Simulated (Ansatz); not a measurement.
System: SiNH3Cl, charge 0, doublet. SiNH3Cl (SMILES [NH][SiH2]Cl, doublet).
B3LYP-D3(BJ)/def2-TZVP minimum from Ansatz (an electronic-structure program):
```xyz
6

N     -1.7582     0.4182    -0.4179
Si    -0.0724     0.1209    -0.7373
Cl     0.8806    -0.3272     1.0268
H     -2.2918     0.6482    -1.2610
H      0.5621     1.3322    -1.3034
H      0.0795    -1.0382    -1.6448
```
Charge 0, spin multiplicity 2.

Total energies in hartree (Ansatz). Open shells are spin-unrestricted; no spin-orbit coupling. Cores are frozen in correlated methods. No relativity. For partners of very few electrons the exact lower level stands in for a higher one.

| species | HF/cc-pV(T+d)Z | CCSD(T)/cc-pV(T+d)Z | HF/cc-pV(Q+d)Z | CCSD(T)/cc-pV(Q+d)Z | CCSD(T)/cc-pV(D+d)Z | CCSDT(Q)/cc-pV(D+d)Z |
|---|---|---|---|---|---|---|
| 1: SiNH3Cl (SMILES [NH][SiH2]Cl, doublet) | -804.71557 | -805.26022 | -804.72736 | -805.31340 | -805.08584 | -805.08772 |
| 2: N (quartet) | -54.40069 | -54.51471 | -54.40372 | -54.52482 | -54.47850 | -54.47866 |
| 3: Si (triplet) | -288.85649 | -288.93344 | -288.85845 | -288.93781 | -288.91643 | -288.91690 |
| 4: Cl (doublet) | -459.48556 | -459.67356 | -459.48916 | -459.69449 | -459.60403 | -459.60445 |
| 5: H (doublet) | -0.49981 | -0.49981 | -0.49995 | -0.49995 | -0.49928 | -0.49928 |

Task: Work out the atomisation energy (electronic, to ground-state atoms) in kcal/mol: take Hartree-Fock from cc-pV(Q+d)Z, extrapolate the CCSD(T) correlation energy as X^-3 (X = 3, 4), and add CCSDT(Q) - CCSD(T) in cc-pV(D+d)Z. 1 hartree = 627.51 kcal/mol.

Result: 
Species 1: correlation (64·(-0.58604) - 27·(-0.54465))/37 = -0.61624; step -0.00188; E1 = -804.72736 + (-0.61624) + (-0.00188) = -805.34548
Species 2: correlation (64·(-0.12110) - 27·(-0.11402))/37 = -0.12627; step -0.00016; E2 = -54.40372 + (-0.12627) + (-0.00016) = -54.53015
Species 3: correlation (64·(-0.07936) - 27·(-0.07695))/37 = -0.08112; step -0.00047; E3 = -288.85845 + (-0.08112) + (-0.00047) = -288.94004
Species 4: correlation (64·(-0.20533) - 27·(-0.18800))/37 = -0.21798; step -0.00042; E4 = -459.48916 + (-0.21798) + (-0.00042) = -459.70756
Species 5: correlation (64·(0.00000) - 27·(0.00000))/37 = 0.00000; step +0.00000; E5 = -0.49995 + (0.00000) + (+0.00000) = -0.49995
-1·E1 +1·E2 +1·E3 +1·E4 +3·E5 = 0.66788 hartree = 419.1 kcal/mol.
